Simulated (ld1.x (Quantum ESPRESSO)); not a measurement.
Which change was made? (As, TM)

ld1.x (Quantum ESPRESSO) 7.5 input, shortened:

```
&input
   title='As', zed=33., rel=1, dft='PBE', iswitch=3,
   config='[Ar] 3d10 4s2 4p1 4d-2'
 /
 &inputp
   pseudotype=2, tm=.true., lloc=-1, rcloc=1.40,
   nlcc=.true., rcore=1.45
 /
3
4S  1  0   2.00   0.00  1.50  1.50  0.0
4P  2  1   1.00   0.00  1.80  1.80  0.0
4D  3  2  -2.00   0.15  1.95  1.95  0.0
 &test
   configts(1)='4s2 4p1'
 /
```

Cutoffs, loose and tight: the cutoffs (Ry, on a coarse ladder) from which the occupation-weighted sum of valence levels, in a spherical-Bessel basis at the reference potential, stays within 10 and 1 mRy of its value at 400 Ry. They do not see the model core or the augmentation charge, which bear on the density cutoff. Test errors are all-electron minus pseudo excitation energies from the reference, over the configurations 4s2 4p3; 4s2 4p2; 4s2 4p0; 4s1 4p3; 4s0 4p5; 4s2 4p3.3; 4s1 4p4; variants that change the core or the reference have their own tests.

The base gives: outcome: generated; cutoff, loose: 25 Ry; cutoff, tight: 50 Ry; bound ghosts: none; largest test error (meV): -14.

Question: After one change the result is: outcome: generated; cutoff, loose: 45 Ry; cutoff, tight: 80 Ry; bound ghosts: none; largest test error (meV): -15. Which change was it?
A. local potential the d channel
B. local potential all-electron potential smoothed inside 1.84 bohr (lloc = -1)
C. functional PBEsol
D. wave 4p (bound): rc 1.80 bohr becomes 4p (bound): rc 1.38 bohr

Answer: D. The others give: functional PBEsol → outcome: generated; cutoff, loose: 30 Ry; cutoff, tight: 50 Ry; bound ghosts: none; largest test error (meV): -19 | local potential all-electron potential smoothed inside 1.84 bohr (lloc = -1) → outcome: generated; cutoff, loose: 35 Ry; cutoff, tight: 50 Ry; bound ghosts: none; largest test error (meV): -21 | local potential the d channel → outcome: generated; cutoff, loose: 35 Ry; cutoff, tight: 50 Ry; bound ghosts: p; largest test error (meV): -71.
